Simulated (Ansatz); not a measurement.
Molecule: C3H9ClOSi, net charge 0, singlet state. 
Structure (B3LYP-D3(BJ)/def2-TZVP (Ansatz, a program for electronic structure) minimum search):
```
C
H 1 1.0945
H 1 1.0966 2 107.74
O 1 1.4299 2 109.09 3 -119.02
C 1 1.5156 2 110.48 3 120.59
H 5 1.0927 1 108.46 2 62.81
H 5 1.0929 6 106.79 1 -116.95
C 5 1.5261 6 110.41 7 -120.06
H 8 1.0905 5 110.98 6 58.94
H 8 1.0925 9 107.67 5 122.05
H 8 1.0926 9 107.65 10 115.85
Si 4 1.6274 1 125.20 2 68.36
H 12 1.4694 4 107.00 1 179.50
H 12 1.4773 13 113.03 4 123.00
Cl 12 2.0716 13 108.52 14 117.13
```

Atomisation energy built up term by term with Ansatz (kcal/mol; UHF references for open shells; valence terms freeze the core; atomic spin-orbit terms are left out). CBS marks a two-point X^-3 extrapolation of the correlation energy; Hartree-Fock from the larger set.

```tsv
term	basis	kcal/mol
Hartree-Fock	cc-pV(Q+d)Z	…
CCSD correlation	CBS(cc-pV(T+d)Z,cc-pV(Q+d)Z)	…
(T)	CBS(cc-pV(T+d)Z,cc-pV(Q+d)Z)	18.91
core correlation	cc-pwCVTZ	3.72
scalar relativity (X2C)	cc-pVTZ-DK against cc-pVTZ	-1.83
sum: De		…
```

Task: Some entries are withheld; supply them.

Result: 
- Hartree-Fock, kcal/mol: 1020.54
- CCSD correlation, kcal/mol: 317.70
- sum: De, kcal/mol: 1359.0
